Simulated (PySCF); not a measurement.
Technetium: highly charged ions in a basis for the neutral atom

Tc(19+) [Ar] 3d6, Tc(20+) [Ar] 3d5. Calculation: PySCF 2.14, in x2c-TZVPall (8s6p6d1f, 63 functions); the spin-free X2C one-electron Hamiltonian (Gaussian nucleus). No spin-orbit coupling, so a gap to NIST mixes the basis error with missing relativistic terms.

Changed run: basis of the neutral atom used for a highly charged ion. This setting is unsound on purpose.

```json
{"species": "Tc(19+)", "method": "UHF", "sound run (hartree)": "not run", "changed run (hartree)": "-4101.50579", "converged": "yes"}
{"species": "Tc(19+)", "method": "M06-2X", "sound run (hartree)": "not run", "changed run (hartree)": "-4103.10566", "converged": "yes"}
{"species": "Tc(19+)", "method": "PBE", "sound run (hartree)": "not run", "changed run (hartree)": "-4102.31417", "converged": "yes"}
{"species": "Tc(20+)", "method": "UHF", "sound run (hartree)": "not run", "changed run (hartree)": "-4070.83746", "converged": "yes"}
{"species": "Tc(20+)", "method": "M06-2X", "sound run (hartree)": "not run", "changed run (hartree)": "-4072.33359", "converged": "yes"}
{"species": "Tc(20+)", "method": "PBE", "sound run (hartree)": "not run", "changed run (hartree)": "-4071.53517", "converged": "yes"}
```

Ionisation energy of Tc(19+):

| method | changed run (eV) | NIST (eV) |
| --- | --- | --- |
| UHF | 834.53 | 829 ± 4 |
| M06-2X | 837.35 | 829 ± 4 |
| PBE | 837.54 | 829 ± 4 |

The contracted functions were made for the neutral atom and can be too rigid for a highly charged ion.
